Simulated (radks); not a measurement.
Values are calculated unless marked as measured or tabulated.
All-electron atom: the barium ion Ba22+ in [Ar] 3d10 4s2 4p4 (the NIST ground configuration).

Level of theory: non-relativistic Kohn-Sham, TPSS, spin-polarised, spherical densities, point nucleus; open shells are filled with parallel spins first (spin-orbit coupling, left out, can overturn this in heavy ions); meta-GGA in the generalised Kohn-Sham scheme; relativity is left out, which matters for an element this heavy (a radial shooting solver on a logarithmic mesh with Libxc functionals).

Energy parts (hartree):
| part | energy |
|---|---|
| total | -7672.9114 |
| kinetic | 7671.1429 |
| electron-nucleus | -17357.7651 |
| Hartree | 2182.7712 |
| exchange-correlation | -169.0604 |

Orbitals (lengths in bohr, moments of r in powers of bohr; <r^-3> diverges for s and p1/2; r(max) is where P^2 peaks; r(90%) holds 90 % of the orbital's charge):
| orbital | occ. | eigenvalue (hartree) | r(max) | r(90%) | <r^-3> |
|---|---|---|---|---|---|
| 1s up | 1 | -1331.822 | 0.01797 | 0.0482 | - |
| 1s down | 1 | -1331.784 | 0.01797 | 0.0482 | - |
| 2s up | 1 | -224.4806 | 0.09890 | 0.178 | - |
| 2s down | 1 | -224.4659 | 0.09890 | 0.178 | - |
| 2p up | 3 | -213.1318 | 0.07726 | 0.160 | 5847 |
| 2p down | 3 | -213.1005 | 0.07727 | 0.160 | 5846 |
| 3s up | 1 | -64.58204 | 0.2781 | 0.442 | - |
| 3s down | 1 | -64.55331 | 0.2781 | 0.442 | - |
| 3p up | 3 | -59.73995 | 0.2647 | 0.436 | 1152 |
| 3p down | 3 | -59.70178 | 0.2648 | 0.436 | 1152 |
| 3d up | 5 | -50.85364 | 0.2138 | 0.408 | 191.7 |
| 3d down | 5 | -50.81247 | 0.2138 | 0.408 | 191.8 |
| 4s up | 1 | -27.67403 | 0.6161 | 0.898 | - |
| 4s down | 1 | -27.43718 | 0.6164 | 0.899 | - |
| 4p up | 3 | -25.75425 | 0.6200 | 0.915 | 315.5 |
| 4p down | 1 | -25.52467 | 0.6204 | 0.917 | 315.8 |

The highest occupied level is 4p down at -694.56 eV. The spin density at the nucleus is 0.478 e/bohr^3 (1s -0.843, 2s 0.495, 3s 1.068, 4s -0.242). Summed over all electrons, <r^2> = 4.483 bohr^2, which gives a Langevin (diamagnetic) susceptibility term of -3.55 x 10^-6 cm^3/mol. Spin moment in Bohr magnetons: 2.
